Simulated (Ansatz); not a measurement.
Start from `OC(F)(Cl)Br` and change one atom or group to get `FC([SiH3])(Cl)Br`.

Ansatz, PBE0-D4/def2-TZVP geometries, multiplicity 1. Each molecule was computed in one conformer, which needn't be the lowest.

Scalar relativity is left out up to krypton.

```
                                        property  `OC(F)(Cl)Br`
              LUMO energy (PBE0/def2-TZVPP) / eV          -1.01
size of the dipole moment (B3LYP/def2-TZVPP) / D           1.59
             HOMO–LUMO gap (PBE/def2-TZVPP) / eV           5.17
               HOMO energy (PBE/def2-TZVPP) / eV          -7.20
           HOMO–LUMO gap (B3LYP/def2-TZVPP) / eV           6.99
  size of the dipole moment (PBE/def2-TZVPP) / D           1.62
```

What does the change do to each property? (Estimate.)

The calculation gave: 
```json
{"property": "LUMO energy (PBE0/def2-TZVPP) / eV", "`FC([SiH3])(Cl)Br`": "-1.16", "shift": "-0.15"}
{"property": "size of the dipole moment (B3LYP/def2-TZVPP) / D", "`FC([SiH3])(Cl)Br`": "1.60", "shift": "0.01"}
{"property": "HOMO–LUMO gap (PBE/def2-TZVPP) / eV", "`FC([SiH3])(Cl)Br`": "5.00", "shift": "-0.17"}
{"property": "HOMO energy (PBE/def2-TZVPP) / eV", "`FC([SiH3])(Cl)Br`": "-7.13", "shift": "0.07"}
{"property": "HOMO–LUMO gap (B3LYP/def2-TZVPP) / eV", "`FC([SiH3])(Cl)Br`": "6.78", "shift": "-0.21"}
{"property": "size of the dipole moment (PBE/def2-TZVPP) / D", "`FC([SiH3])(Cl)Br`": "1.44", "shift": "-0.18"}
```

With PBE0 the HOMO rises by 0.15 eV and the LUMO falls by 0.15 eV, so the gap narrows by about 0.30 eV. PBE moves the HOMO by 0.07 eV and ωB97M-V by 0.19 eV. Dipoles are sizes alone; their direction can turn.

B3LYP here is the variant with VWN-RPA as its local correlation; programs differ in this.

Spin–orbit coupling is left out; it splits and shifts lone-pair levels of the heavy atoms by tenths of an eV.
